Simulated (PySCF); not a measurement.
C9H5N3S2, SMILES c1cc(-c2nccs2)c2nsnc2c1.

Coordinates come from a B3LYP-D3(BJ)/def2-SVP optimisation. This is a generated structure with no PubChem entry under its InChIKey; it may be hypothetical. Other conformers were not sampled.

All values below come from ωB97X/def2-SVP (PySCF).

Symmetry labels are those of the subgroup Cs that the program uses (full group Cs).

Computed valence orbital energies around the gap with their symmetry:
```json
[
 {"orbital": "HOMO−7", "symmetry": "A\"", "energy (eV)": "-12.30"},
 {"orbital": "HOMO−6", "symmetry": "A'", "energy (eV)": "-11.81"},
 {"orbital": "HOMO−5", "symmetry": "A'", "energy (eV)": "-11.12"},
 {"orbital": "HOMO−4", "symmetry": "A\"", "energy (eV)": "-10.61"},
 {"orbital": "HOMO−3", "symmetry": "A'", "energy (eV)": "-10.35"},
 {"orbital": "HOMO−2", "symmetry": "A\"", "energy (eV)": "-10.01"},
 {"orbital": "HOMO−1", "symmetry": "A\"", "energy (eV)": "-9.87"},
 {"orbital": "HOMO", "symmetry": "A\"", "energy (eV)": "-8.48"},
 {"orbital": "LUMO", "symmetry": "A\"", "energy (eV)": "-0.93"},
 {"orbital": "LUMO+1", "symmetry": "A\"", "energy (eV)": "1.04"},
 {"orbital": "LUMO+2", "symmetry": "A\"", "energy (eV)": "2.18"},
 {"orbital": "LUMO+3", "symmetry": "A'", "energy (eV)": "2.79"}
]
```
